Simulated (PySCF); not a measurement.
## Correlation energy of B²⁺ (boron, charge +2)

[He] 3d1, 2D determinant (an excited configuration). Computed with PySCF 2.14 in aug-cc-pwCVDZ, with the non-relativistic Hamiltonian (point nucleus). Frozen: nothing; 3 electrons correlated.

MP2 pair energies summed by pair of shells (mhartree):

```tsv
pair	energy	share (%)
1s-1s	-23.31	99.6
1s-3d	-0.10	0.4
```

Total MP2 correlation energy: -23.41 mhartree.

Same-spin part -0.04 and opposite-spin part -23.36 mhartree; SCS-MP2 scales them by 1/3 and 6/5 to -28.05 mhartree.
